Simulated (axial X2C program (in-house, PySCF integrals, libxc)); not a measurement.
Worked dissociation energy of NaBi⁺: PBE0, 2c

Computed with an axial X2C code built on PySCF integrals. Two-component (2c) means X2C with spin–orbit coupling and atomic mean-field two-electron Coulomb and Gaunt terms. Basis: Bi dyall-cv3z [12s14p10d6f1g], Na dyall-cv3z [9s8p5d2f] (cores contracted in-house); Gaussian nuclei, density fitting, unrestricted open shells. Masses: Bi 208.980 u, Na 22.990 u.

Molecular state: Ω = 1/2 (⟨Sz⟩ = 0.13, ⟨Lz⟩ = 0.37 at PBE0).

| Quantity | Value |
| --- | --- |
| E(Bi) (2M_J = 3) | -21542.963795 hartree |
| E(Na+) (2M_J = 0) | -162.186170 hartree |
| E(NaBi⁺) at Re | -21705.166731 hartree |
| ωe | 115.2 cm⁻¹ |
| ωexe | 0.744 cm⁻¹ |

Q: Work out De and D0.

A: De = -21542.963795 + (-162.186170) − (-21705.166731) = 0.01677 hartree = 0.456 eV. The zero-point energy is ωe/2 − ωexe/4 = 57 cm⁻¹ = 0.007 eV, so D0 = 0.449 eV.

One determinant describes the state; a PBE0 search over occupations chose it and may have missed a lower one. Dissociation energies refer to the lowest single-determinant-based atoms at the same level and basis. Density functionals use the spin component along the axis (collinear). The functionals have no current-density term, which raises determinants with orbital currents, atoms included. The lowest spin-free determinant has another configuration (M_S = 3/2, Λ = 0), so the order of states is uncertain and this need not be the ground state.

Each atomic determinant is the lowest at this level and need not be a pure J level. Totals compare only within one Hamiltonian and basis.
